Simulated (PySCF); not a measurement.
A run for PySCF: R-B3LYP/6-311+G** on CH3Cl (SMILES CCl).

```python
from pyscf import gto, scf, dft, mp
from pyscf.data.elements import chemcore

mol = gto.M(
    atom='''
    C    -0.39339177   -0.15446749    3.08964330
    Cl    0.76797924   -1.18636699    2.18303381
    H    -0.78801258   -0.73788613    3.91567087
    H     0.14386254    0.71507508    3.45527560
    H    -1.18566097    0.13606664    2.40588936
    ''',
    basis='6-311+g**',
    charge=0, spin=0, verbose=3, max_memory=1800)
mf = dft.RKS(mol, xc='b3lyp')
mf.conv_tol = 1e-8
mf.max_cycle = 100
mf.kernel()
if not mf.converged:
    mf = mf.newton().run(mf.mo_coeff, mf.mo_occ)
```

Task: Predict the final total energy.

Result: -500.1517 hartree.
